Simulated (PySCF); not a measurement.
# Working out the excitation energy of Si⁺

Si⁺ [Ne] 3s2 3p1 (2P) → Si⁺ [Ne] 3s1 3p2 (4P). All numbers are calculated (PySCF 2.14, scalar relativity by spin-free X2C-1e, in x2c-TZVPPall (5s5p3d1f, 42 functions)). Frozen: 1s2. Energies in hartree (1 hartree = 27.21139 eV):

| part | Si⁺ (lower) | Si⁺ (upper) |
| --- | --- | --- |
| UHF | -289.173839 | -289.029037 |
| MP2 opposite-spin | -0.146249 | -0.104590 |
| MP2 same-spin | -0.049034 | -0.052926 |

Task: What does Hartree-Fock give?

Result: (-289.029037) − (-289.173839) = 0.144802 hartree = 3.940 eV.

Task: What do MP2 and SCS-MP2 (6/5 opposite-spin, 1/3 same-spin) give?

Result: The opposite-spin parts differ by 1.134 eV and the same-spin parts by -0.106 eV. MP2: 3.940 + (1.134) + (-0.106) = 4.968 eV. SCS-MP2: 3.940 + 1.2 × (1.134) + (-0.106)/3 = 5.265 eV.

Measured between the centres of the two terms (NIST): 5.308 eV, so MP2 (valence and next inner shell) is off by -0.340 eV.

What remains against the reference includes basis incompleteness, the frozen core and correlation beyond second order.
